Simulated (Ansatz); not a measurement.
Coupled-cluster run, C6H16Cl2N2Zr (`CC[N](C)[Zr]([Cl])([Cl])[N](C)CC`).

```yaml
crystal:
  periodic: [false, false, false]
  atoms:
    - {symbol: C, position_ang: [-1.508416, -2.632693, -0.221811]}
    - {symbol: C, position_ang: [-2.344752, -1.504635, 0.344356]}
    - {symbol: N, position_ang: [-1.885626, -0.196163, -0.063486]}
    - {symbol: C, position_ang: [-2.642080, 0.872413, 0.560030]}
    - {symbol: Zr, position_ang: [-0.360760, 0.381306, -1.241569]}
    - {symbol: Cl, position_ang: [-0.551087, 2.650827, -1.957299]}
    - {symbol: Cl, position_ang: [0.102065, -1.055166, -3.085975]}
    - {symbol: N, position_ang: [1.217543, 0.293090, -0.020414]}
    - {symbol: C, position_ang: [1.408793, -0.136917, 1.339712]}
    - {symbol: C, position_ang: [2.425987, 0.730212, -0.701956]}
    - {symbol: C, position_ang: [3.021948, 2.017714, -0.158497]}
    - {symbol: H, position_ang: [-0.456617, -2.531489, 0.064916]}
    - {symbol: H, position_ang: [-1.861624, -3.592281, 0.159806]}
    - {symbol: H, position_ang: [-1.560528, -2.665582, -1.311744]}
    - {symbol: H, position_ang: [-2.333669, -1.555168, 1.444430]}
    - {symbol: H, position_ang: [-3.395824, -1.637773, 0.046618]}
    - {symbol: H, position_ang: [-2.585279, 0.810767, 1.655048]}
    - {symbol: H, position_ang: [-3.701299, 0.835157, 0.273462]}
    - {symbol: H, position_ang: [-2.260956, 1.855192, 0.263685]}
    - {symbol: H, position_ang: [1.740652, 0.679970, 1.991996]}
    - {symbol: H, position_ang: [0.471865, -0.522549, 1.744202]}
    - {symbol: H, position_ang: [2.162140, -0.935169, 1.399807]}
    - {symbol: H, position_ang: [3.171643, -0.078123, -0.680093]}
    - {symbol: H, position_ang: [2.196006, 0.877612, -1.770056]}
    - {symbol: H, position_ang: [2.290945, 2.827558, -0.209509]}
    - {symbol: H, position_ang: [3.342041, 1.904856, 0.879207]}
    - {symbol: H, position_ang: [3.896908, 2.307022, -0.744878]}
basis:
  gaussian: {orbitals: def2-TZVPP}
correlation: {method: ccsd_t}
output: {orbitals: {seedname: orbitals}}
```

```sh
$ ansatz run in.yaml --threads 11 --pin off --events-out ev --progress --plain --max-ram 110592MiB --backend cuda --devices 0, --max-vram 75GiB
```

Output of Ansatz, abridged:

```
Functional definition: HF
3621 factors; integrals over basis functions are off by at most 1.0e-3 eV
mean field evaluation 1: about -35673.0020 eV, gradient 6.2e1 eV
mean field evaluation 2: about -35673.5300 eV, gradient 6.2e1 eV
mean field evaluation 4: about -35683.0944 eV, gradient 9.2e0 eV
mean field evaluation 8: about -35683.3478 eV, gradient 5.5e-1 eV
mean field -35683.34888891 eV, -1311.3388846250 hartree, gradient 1.8e-6 eV, S^2 0.000000; 0 other end points of the search recorded, 0 dependent functions left out
18 core orbitals not correlated: weight in the atoms' cores, before any rotation towards them, 1.000 or more for the frozen orbitals, at most 0.000 for the correlated occupied ones
reference -35683.34888891 eV, -1311.3388846250 hartree; 38, 38 occupied and 556, 556 virtual orbitals, 3621 factors
second order -60.57441872 eV of doubles, -0.00000000 eV of singles
cycle   1  -61.17907258 eV  change   -6.0e-1 eV  update   2.1e-1
cycle   2  -62.54429184 eV  change    -1.4e0 eV  update   8.4e-2
cycle   3  -63.04785534 eV  change   -5.0e-1 eV  update   4.3e-2
cycle   4  -63.05025079 eV  change   -2.4e-3 eV  update   1.4e-2
cycle   5  -63.03546934 eV  change    1.5e-2 eV  update   7.1e-3
cycle   6  -63.03788607 eV  change   -2.4e-3 eV  update   2.9e-3
cycle   7  -63.03791733 eV  change   -3.1e-5 eV  update   1.3e-3
cycle   8  -63.03750110 eV  change    4.2e-4 eV  update   4.3e-4
cycle   9  -63.03772115 eV  change   -2.2e-4 eV  update   2.0e-4
cycle  10  -63.03780715 eV  change   -8.6e-5 eV  update   7.1e-5
perturbative correction -2.83161099 eV, -0.1040597844 hartree
Total energy: -35749.21830705 eV, -1313.7595410936 hartree
```

Run time 95 s (11 threads of an AMD EPYC 7R13 on a shared host and a whole NVIDIA H100 80 GB); peak host memory 3.7 GiB.

Correlation energy per correlated electron: -0.867 eV. T1 diagnostic: 0.0149.
